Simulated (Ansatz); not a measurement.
Two isomers of C4H8BF: A = `CC(C)=CBF`, B = `C=C(C)B(C)F`.

Computed with Ansatz on PBE0-D4/def2-TZVP structures; ΔE is electronic, products minus reactants. CCSD(T)/CBS adds triple-zeta CCSD(T) − MP2 to the extrapolated MP2 energy (def2 sets, frozen cores). Functionals use def2-TZVPP. B3LYP here is the variant with VWN-RPA as its local correlation; programs differ in this. One conformer a species, not always the lowest.

(1) Which isomer does CCSD(T)/CBS put lower? Give the gap. (Best estimate.)

(2) Give E(B) − E(A) in kcal/mol with HF/def2-TZVPP, B3LYP, PBE0-D4, B2PLYP, CCSD(T)/def2-TZVPP, CCSD/def2-TZVPP, PBE-D4. (Estimate.)

Largest T1 diagnostic: 0.012.

## Answers

(1) Ansatz gave: B, by 7.2 kcal/mol.

(2) The calculation gave: HF/def2-TZVPP -6.4, B3LYP -6.4, PBE0-D4 -6.6, B2PLYP -6.5, CCSD(T)/def2-TZVPP -7.2, CCSD/def2-TZVPP -7.3, PBE-D4 -6.3. None reverses the order clearly.
